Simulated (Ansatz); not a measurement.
Program: Ansatz. Geometries: PBE0-D4/def2-TZVP. ΔE: electronic, gas phase. CBS: MP2 limit from def2 TZ/QZ plus the TZ coupled-cluster correction, frozen cores. Functionals use def2-TZVPP. B3LYP here is the variant with VWN-RPA as its local correlation; programs differ in this. Each species was taken in one conformer, which may not be the lowest.

Consider the redistribution: `BC(F)[SiH2][SiH3]` + `B[SiH](N)F` → `B[SiH2][SiH3]` + `B[C@@H](F)[Si@@H](N)F`.

| level | ΔE (kcal/mol) |
| --- | --- |
| r2SCAN-D4 | -6.7 |
| PBE | -5.3 |
| B3LYP | -6.3 |
| HF/def2-QZVPP | -7.6 |

(1) What does CCSD(T)/CBS give? (An estimate is asked.)

Largest T1 diagnostic among the species: 0.014.

Results:

(1) The calculation gave: -6.0 kcal/mol. The listed levels differ from it by -0.7, 0.7, -0.3, -1.6 kcal/mol.

In def2-TZVPP, CCSD(T) changes the Hartree–Fock value by +1.4 kcal/mol (the triples alone add +0.3 kcal/mol) and MP2 by +1.5 kcal/mol.
